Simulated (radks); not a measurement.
Values are calculated unless marked as measured or tabulated.
V+, configuration [Ar] 3d4. Code: a radial shooting solver on a logarithmic mesh with Libxc functionals. Model: Dirac Kohn-Sham, PBE, spin-unpolarised, spherical densities, point nucleus; open shells are shared between the two j in proportion to 2j + 1; speed of light set to 171.295 atomic units (1.25 times the physical value, a model run). Some entries of the table are withheld. Estimate them.

orbital  occ.  eigenvalue (hartree)  <r^2> (bohr^2)  <1/r> (bohr^-1)
1s1/2       2                   (1)        0.005970            22.73
2s1/2       2             -22.12470          0.1129            4.786
2p1/2       2             -18.66728         0.09200              (2)
2p3/2       4             -18.50110         0.09311              (3)
3s1/2       2              -2.67320           1.061            1.470
3p1/2       2                   (4)           1.247            1.340
3p3/2       4                   (5)           1.260            1.330
3d3/2     1.6              -0.33181           3.255              (6)
3d5/2     2.4              -0.33043           3.275              (7)

Answer. 
(1) 1s1/2 eigenvalue (hartree): -196.7174
(2) 2p1/2 <1/r> (bohr^-1): 4.724
(3) 2p3/2 <1/r> (bohr^-1): 4.682
(4) 3p1/2 eigenvalue (hartree): -1.74280
(5) 3p3/2 eigenvalue (hartree): -1.72385
(6) 3d3/2 <1/r> (bohr^-1): 0.9092
(7) 3d5/2 <1/r> (bohr^-1): 0.9068
